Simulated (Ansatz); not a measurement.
Reaction (ligand exchange at a Ga–C bond): `[CH3][Ga]([Cl])[Cl]` + HBr → `[Cl][Ga]([Cl])[Br]` + CH₄

Program: Ansatz. Geometries: PBE0-D4/def2-TZVP. ΔE: electronic, gas phase. CCSD(T)/CBS adds triple-zeta CCSD(T) − MP2 to the extrapolated MP2 energy (def2 sets, frozen cores). This one scheme is used for every species. DFT in def2-TZVPP. For Br, Ga outer-core shells are correlated without core-valence functions, which leaves a few kJ/mol of doubt a bond. Scalar relativity is left out up to krypton.

Task: Is it downhill or uphill in electronic energy at CCSD(T)/CBS, and by how much? (Estimate.)

Result: Ansatz gave: Downhill: ΔE = -1.20 eV.

Task: What do these levels give: BLYP-D4, revPBE, BHLYP, CAM-B3LYP, MP2/def2-QZVPP, MP2/CBS(def2)? (Best estimate.)

Result: Computed: BLYP-D4 -1.21, revPBE -1.20, BHLYP -1.31, CAM-B3LYP -1.22, MP2/def2-QZVPP -1.23, MP2/CBS(def2) -1.23 eV.

Largest T1 diagnostic among the species: 0.011.

In def2-TZVPP, CCSD(T) changes the Hartree–Fock value by +0.21 eV (the triples alone add +0.01 eV) and MP2 by +0.18 eV. At CCSD(T), def2-SVP lies −0.11 eV from the extrapolated value and def2-TZVPP −0.03 eV.
